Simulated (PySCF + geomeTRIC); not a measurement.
Computed with TPSS-D3(BJ)/def2-SVP run with PySCF + geomeTRIC. fastk is a local helper that only speeds up exchange builds. No frequencies were computed at this level.

```python
import json, numpy as np
from pyscf import gto, dft
from fastk import lowrank_exchange
atoms = """
Mo    -0.084486     0.090736     0.202855
Cl     1.227059    -0.329125     2.021923
Cl     1.632028    -0.613434    -1.241004
N      0.587194     1.799734    -0.335209
H      1.310396     1.977771    -1.030334
H      0.239709     2.709574    -0.038032
N     -0.652636    -1.746048     0.273281
H     -0.984227    -2.352406    -0.473507
H     -0.483710    -2.352607     1.072169
N     -1.465149     0.230934    -1.121277
H     -1.604384     0.992970    -1.780309
H     -2.220630    -0.430215    -1.289534
N     -1.217179     0.963346     1.498650
H     -2.113713     1.408532     1.324511
H     -1.007219     1.110090     2.482457
"""
def scf(charge, spin, dm0=None):
    mol = gto.M(atom=atoms, basis='def2-svp', ecp={'Mo': 'def2-svp'}, charge=charge, spin=spin, verbose=3, max_memory=10080)
    mf = dft.KS(mol, xc='tpss').density_fit(auxbasis="def2-universal-jkfit")
    mf.disp = 'd3bj'
    mf.grids.level = 3
    mf.conv_tol = 1e-8
    mf.max_cycle = 120
    mf.level_shift = 0.25
    mf.kernel(dm0)
    if not mf.converged:
        mf = mf.newton().run(mf.mo_coeff, mf.mo_occ).undo_soscf()
    return mf
mf = scf(0, 0)
from pyscf.geomopt.geometric_solver import kernel as optimize
path = []
done, mol = optimize(mf, maxsteps=120, assert_convergence=False, callback=lambda env: path.append((env["energy"], bool(env["g_scanner"].converged))))
res = dict(converged=bool(done and path[-1][1]), energy=path[-1][0], path=[e for e, c in path], xyz=mol.atom_coords(unit="Angstrom").tolist(), nao=mol.nao)
json.dump(res, open("result.json", "w"))
```

Output:

```
converged SCF energy = -1212.20976060885
Geometry optimization cycle 1
converged SCF energy = -1212.20976060234
cycle 1: E = -1212.2097606  dE = -1212.21  norm(grad) = 0.0781596
Geometry optimization cycle 2
converged SCF energy = -1212.21965698864
cycle 2: E = -1212.21965699  dE = -0.00989639  norm(grad) = 0.030263
Geometry optimization cycle 3
converged SCF energy = -1212.2209573334
cycle 3: E = -1212.22095733  dE = -0.00130034  norm(grad) = 0.0208872
Geometry optimization cycle 4
converged SCF energy = -1212.22225914088
cycle 4: E = -1212.22225914  dE = -0.00130181  norm(grad) = 0.0303554
Geometry optimization cycle 5
converged SCF energy = -1212.22400540856
cycle 5: E = -1212.22400541  dE = -0.00174627  norm(grad) = 0.00723904
Geometry optimization cycle 6
converged SCF energy = -1212.22399438864
cycle 6: E = -1212.22399439  dE = 1.10199e-05  norm(grad) = 0.010361
Geometry optimization cycle 7
converged SCF energy = -1212.22455697559
cycle 7: E = -1212.22455698  dE = -0.000562587  norm(grad) = 0.00368183
Geometry optimization cycle 8
converged SCF energy = -1212.22470154851
cycle 8: E = -1212.22470155  dE = -0.000144573  norm(grad) = 0.00312908
Geometry optimization cycle 9
converged SCF energy = -1212.22482001623
cycle 9: E = -1212.22482002  dE = -0.000118468  norm(grad) = 0.00226543
Geometry optimization cycle 10
converged SCF energy = -1212.22483820031
cycle 10: E = -1212.2248382  dE = -1.81841e-05  norm(grad) = 0.00228054
Geometry optimization cycle 11
converged SCF energy = -1212.22488116379
cycle 11: E = -1212.22488116  dE = -4.29635e-05  norm(grad) = 0.0011836
Geometry optimization cycle 12
converged SCF energy = -1212.22490125772
cycle 12: E = -1212.22490126  dE = -2.00939e-05  norm(grad) = 0.000912865
Geometry optimization cycle 13
converged SCF energy = -1212.22491042259
cycle 13: E = -1212.22491042  dE = -9.16486e-06  norm(grad) = 0.000977805
Geometry optimization cycle 14
converged SCF energy = -1212.22491446062
cycle 14: E = -1212.22491446  dE = -4.03804e-06  norm(grad) = 0.00103297
Geometry optimization cycle 15
converged SCF energy = -1212.22491595311
cycle 15: E = -1212.22491595  dE = -1.49248e-06  norm(grad) = 0.00108195
Geometry optimization cycle 16
converged SCF energy = -1212.22491815099
cycle 16: E = -1212.22491815  dE = -2.19788e-06  norm(grad) = 0.000973899
Geometry optimization cycle 17
converged SCF energy = -1212.22492171538
cycle 17: E = -1212.22492172  dE = -3.56439e-06  norm(grad) = 0.000666292
Geometry optimization cycle 18
converged SCF energy = -1212.22492363413
cycle 18: E = -1212.22492363  dE = -1.91875e-06  norm(grad) = 0.000500479
Geometry optimization cycle 19
converged SCF energy = -1212.22492417707
cycle 19: E = -1212.22492418  dE = -5.42946e-07  norm(grad) = 0.000523763
Geometry optimization cycle 20
converged SCF energy = -1212.22492488627
cycle 20: E = -1212.22492489  dE = -7.09193e-07  norm(grad) = 0.000535015
Geometry optimization cycle 21
converged SCF energy = -1212.22492570336
cycle 21: E = -1212.2249257  dE = -8.1709e-07  norm(grad) = 0.000453008
<class 'geometric.internal.Distance'> : 14
<class 'geometric.internal.Angle'> : 11
<class 'geometric.internal.LinearAngle'> : 6
<class 'geometric.internal.OutOfPlane'> : 16
<class 'geometric.internal.Dihedral'> : 36
<class 'geometric.internal.TranslationX'> : 1
<class 'geometric.internal.TranslationY'> : 1
<class 'geometric.internal.TranslationZ'> : 1
<class 'geometric.internal.RotationA'> : 1
<class 'geometric.internal.RotationB'> : 1
<class 'geometric.internal.RotationC'> : 1
Step    0 : Gradient = 2.018e-02/3.548e-02 (rms/max) Energy = -1212.2097606023
Step    1 : Displace = 1.009e-01/1.674e-01 (rms/max) Trust = 1.000e-01 (=) Grad = 7.814e-03/1.401e-02 (rms/max) E (change) = -1212.2196569886 (-9.896e-03) Quality = 0.542
Step    2 : Displace = 1.004e-01/2.045e-01 (rms/max) Trust = 1.000e-01 (=) Grad = 5.393e-03/1.179e-02 (rms/max) E (change) = -1212.2209573334 (-1.300e-03) Quality = 0.302
Step    3 : Displace = 7.981e-02/1.691e-01 (rms/max) Trust = 1.000e-01 (=) Grad = 7.838e-03/1.360e-02 (rms/max) E (change) = -1212.2222591409 (-1.302e-03) Quality = 0.318
Step    4 : Displace = 4.985e-02/9.355e-02 (rms/max) Trust = 1.000e-01 (=) Grad = 1.869e-03/4.088e-03 (rms/max) E (change) = -1212.2240054086 (-1.746e-03) Quality = 0.796
Step    5 : Displace = 4.830e-02/9.232e-02 (rms/max) Trust = 1.414e-01 (+) Grad = 2.675e-03/5.008e-03 (rms/max) E (change) = -1212.2239943886 (+1.102e-05) Quality = -0.017
Step    6 : Displace = 2.609e-02/5.278e-02 (rms/max) Trust = 2.415e-02 (-) Grad = 9.506e-04/2.527e-03 (rms/max) E (change) = -1212.2245569756 (-5.626e-04) Quality = 1.139
Step    7 : Displace = 1.725e-02/3.550e-02 (rms/max) Trust = 3.415e-02 (+) Grad = 8.079e-04/2.293e-03 (rms/max) E (change) = -1212.2247015485 (-1.446e-04) Quality = 1.409
Step    8 : Displace = 3.037e-02/7.001e-02 (rms/max) Trust = 4.830e-02 (+) Grad = 5.849e-04/1.554e-03 (rms/max) E (change) = -1212.2248200162 (-1.185e-04) Quality = 0.939
Step    9 : Displace = 1.673e-02/3.061e-02 (rms/max) Trust = 6.831e-02 (+) Grad = 5.888e-04/9.932e-04 (rms/max) E (change) = -1212.2248382003 (-1.818e-05) Quality = 0.371
Step   10 : Displace = 6.723e-03/1.772e-02 (rms/max) Trust = 6.831e-02 (=) Grad = 3.056e-04/6.730e-04 (rms/max) E (change) = -1212.2248811638 (-4.296e-05) Quality = 1.170
Step   11 : Displace = 7.624e-03/1.768e-02 (rms/max) Trust = 9.660e-02 (+) Grad = 2.357e-04/4.810e-04 (rms/max) E (change) = -1212.2249012577 (-2.009e-05) Quality = 1.135
Step   12 : Displace = 7.305e-03/1.400e-02 (rms/max) Trust = 1.366e-01 (+) Grad = 2.525e-04/4.432e-04 (rms/max) E (change) = -1212.2249104226 (-9.165e-06) Quality = 0.824
Step   13 : Displace = 6.437e-03/1.052e-02 (rms/max) Trust = 1.932e-01 (+) Grad = 2.667e-04/5.517e-04 (rms/max) E (change) = -1212.2249144606 (-4.038e-06) Quality = 0.474
Step   14 : Displace = 7.998e-03/1.434e-02 (rms/max) Trust = 1.932e-01 (=) Grad = 2.794e-04/7.122e-04 (rms/max) E (change) = -1212.2249159531 (-1.492e-06) Quality = 0.124
Step   15 : Displace = 4.041e-03/8.302e-03 (rms/max) Trust = 3.999e-03 (-) Grad = 2.515e-04/6.112e-04 (rms/max) E (change) = -1212.2249181510 (-2.198e-06) Quality = 0.192
Step   16 : Displace = 2.071e-03/3.546e-03 (rms/max) Trust = 2.000e-03 (-) Grad = 1.720e-04/4.087e-04 (rms/max) E (change) = -1212.2249217154 (-3.564e-06) Quality = 0.506
Step   17 : Displace = 1.970e-03/3.165e-03 (rms/max) Trust = 2.000e-03 (=) Grad = 1.292e-04/2.676e-04 (rms/max) E (change) = -1212.2249236341 (-1.919e-06) Quality = 0.254
Step   18 : Displace = 2.024e-03/2.963e-03 (rms/max) Trust = 2.000e-03 (=) Grad = 1.352e-04/2.801e-04 (rms/max) E (change) = -1212.2249241771 (-5.429e-07) Quality = 0.050
Step   19 : Displace = 9.924e-04/1.979e-03 (rms/max) Trust = 9.998e-04 (-) Grad = 1.381e-04/2.997e-04 (rms/max) E (change) = -1212.2249248863 (-7.092e-07) Quality = 0.095
Step   20 : Displace = 4.778e-04/7.122e-04 (rms/max) Trust = 4.962e-04 (-) Grad = 1.170e-04/2.447e-04 (rms/max) E (change) = -1212.2249257034 (-8.171e-07) Quality = 0.508
Converged! =D
```

Cost: very roughly 30 core-minutes.
